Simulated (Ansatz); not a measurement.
Reactions of tin tetrachloride.

Gas-phase electronic energies from Ansatz, PBE0-D4/def2-TZVP geometries. CCSD(T)/CBS adds triple-zeta CCSD(T) − MP2 to the extrapolated MP2 energy (def2 sets, frozen cores). This one scheme is used for every species. Elements past krypton have def2 core potentials. For I, Sn outer-core shells are correlated without core-valence functions, which leaves a few kJ/mol of doubt a bond. One conformer a species, not always the lowest.

Task: Order these by ΔE at CCSD(T)/CBS, lowest first. (Best estimate.)
A. `[Cl][Sn]([Cl])([Cl])[Cl]` + `C#N` → `N#[C][Sn]([Cl])([Cl])[Cl]` + HCl
B. `[Cl][Sn]([Cl])([Cl])[Cl]` + `CCNC` → `CC[N](C)[Sn]([Cl])([Cl])[Cl]` + HCl
C. `[Cl][Sn]([Cl])([Cl])[Cl]` + `[F][SnH]([SH])[Cl]` → `[SH][Sn]([Cl])([Cl])[Cl]` + `[F][SnH]([Cl])[Cl]`
D. `[Cl][Sn]([Cl])([Cl])[Cl]` + HI → `[Cl][Sn]([Cl])([Cl])[I]` + HCl

Result: D (-7.6 kcal/mol), C (-1.2 kcal/mol), B (+14.6 kcal/mol), A (+18.6 kcal/mol).

Largest T1 diagnostic: 0.014, for `C#N`.
